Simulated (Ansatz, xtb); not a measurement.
System: C3H, net charge -1, singlet state. It need not be the lowest isomer of its formula. SMILES: [C][C][CH-]
Coordinates optimised at B3LYP-D3(BJ)/def2-TZVP (Ansatz, an electronic-structure program):
```xyz
4

C      0.0259     0.0114    -1.2303
C      0.0170     0.0051     0.1134
C      0.1183     0.0342     1.3865
H     -0.9666    -0.3046    -1.6171
```
Charge -1, spin multiplicity 1.

Harmonic wavenumbers from GFN2-xTB (xtb, at its own minimum), cm⁻¹: 177, 365, 1003, 1162, 1806, 2367.

**Question.** Give the harmonic wavenumbers at B3LYP-D3(BJ)/def2-TZVP (Ansatz, finite differences of forces, unscaled).

**Answer.** 310, 436, 1046, 1142, 1861, 2840 cm⁻¹. Zero-point energy 10.9 kcal/mol.

**Question.** From these and the geometry, give the ideal-gas thermochemistry at 298.15 K and 1 atm (rigid rotor, harmonic oscillator).

**Answer.** Point group Cs, rotational symmetry number 1. Rotational constants 529, 11.42, 11.18 GHz. S(trans) 36.76, S(rot) 19.10, S(vib) 2.34, S(elec, spin only) 0.00, S 58.2 cal/(mol K). H(298) - H(0) 2.83 kcal/mol; G - E(el) -3.6 kcal/mol.
